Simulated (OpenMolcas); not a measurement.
**Ru+: thermal populations, the spin-orbit constant, worked from levels**

```
Program             : OpenMolcas
Basis               : ANO-R2 [7s5p4d2f1g]
Scalar Hamiltonian  : X2C, finite nucleus
Active space        : 7 electrons in 5 orbitals (4d)
State averaging     : 2S+1 = 4 even, 10 roots; 2S+1 = 2 even, 40 roots
Spin-orbit coupling : state interaction with AMFI integrals over the reference wave functions, term energies averaged over their components
```

Methods: CASSCF; MS-CASPT2, IPEA 0.25 Eh, imaginary shift 0.1 Eh (closed shells correlated: 4s 4p). Measured levels: NIST Handbook of Basic Atomic Spectroscopic Data.

**Thermal populations.** Z = Σ (2J + 1) exp(-E/kT) with k = 0.695035 cm-1/K, over the levels below. No other level of either list lies under 8210 cm-1, which is above 7 kT at each temperature.

```csv
Level,2J + 1,MS-CASPT2,measured
4d⁷ ⁴F_9/2,10,0.0,0.0
4d⁷ ⁴F_7/2,8,1549,1523
4d⁷ ⁴F_5/2,6,2560,2494
4d⁷ ⁴F_3/2,4,3210,3104
```

| T (K) | Z, MS-CASPT2 | Z, measured levels | Ground level (%), MS-CASPT2 | Ground level (%), measured levels |
| --- | --- | --- | --- | --- |
| 1000 | 11.052 | 11.106 | 90.5 | 90.0 |

At 1000 K, kT = 695 cm-1, and the computed levels give Z = 10.000 + 0.861 + 0.151 + 0.039 = 11.052.

**The spin-orbit constant.** For the Hund term ⁴F of d7, E(J) = (A/2) J(J+1) + constant and ζ = -2S·A = -3A. From J = 3/2 to J = 9/2 the energy changes by 10.5 A.

```csv
Source,E(9/2) - E(3/2),A,ζ
CASSCF,-3239.8,-308.6,926
MS-CASPT2,-3208.1,-305.5,917
measured,-3104.2,-295.6,887
```

All in cm-1. MS-CASPT2 is off by +3.3 % and CASSCF by +4.4 %. Both methods take the spin-orbit matrix elements from the reference wave functions, so the second can move ζ only through the term energies and any multistate remixing. Second-order mixing with other terms is absorbed into this ζ.

CASPT2 does not keep the components of a term degenerate, so their means are used; among the terms shown or strongly mixed into the levels shown the widest spread is 1000 cm-1 (4d⁷ ⁴F, MS-CASPT2). Configurations with an s electron lie low at this charge and mix in, so terms can be misplaced. Without dynamic correlation excited terms often stand tens of per cent too high (terms of higher spin than the ground term too low), and those without a measured partner can miss by more than the paired ones (holds for CASSCF). Some terms miss by over 15 % even with CASPT2, which points to a basis or an active space too small for the shells correlated (holds for MS-CASPT2). Computed and measured levels are paired by configuration, term and J; levels that our copy of the source lacks, or whose pairing is in doubt (as where it misses far off the trend of its configuration), stay unpaired and out of the deviations. Levels of configurations outside the active space are missing.
